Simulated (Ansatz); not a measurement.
System: ScF₃ (charge +1, doublet). The spin state was set by rule; other spins were not relaxed. SMILES of the parent species: [F][Sc]([F])[F]
Structure (B3LYP-D3(BJ)/def2-TZVP (Ansatz, a program for electronic structure) minimum search):
```xyz
4

Sc    -0.3099     0.0711     0.4211
F     -1.4763    -1.0626    -0.2570
F      0.6343     1.2089    -0.8337
F      1.5652    -0.3122     0.1082
```
Charge +1, spin multiplicity 2.

### Question
Give the harmonic wavenumbers at B3LYP-D3(BJ)/def2-TZVP (Ansatz, finite differences of forces, unscaled).

### Answer
112, 131, 321, 352, 625, 808 cm⁻¹. Zero-point energy 3.4 kcal/mol.

### Question
From these and the geometry, give the ideal-gas thermochemistry at 298.15 K and 1 atm (rigid rotor, harmonic oscillator).

### Answer
Point group Cs, rotational symmetry number 1. Rotational constants 9.169, 3.737, 3.211 GHz. S(trans) 39.78, S(rot) 25.48, S(vib) 9.25, S(elec, spin only) 1.38, S 75.9 cal/(mol K). H(298) - H(0) 3.86 kcal/mol; G - E(el) -15.4 kcal/mol.
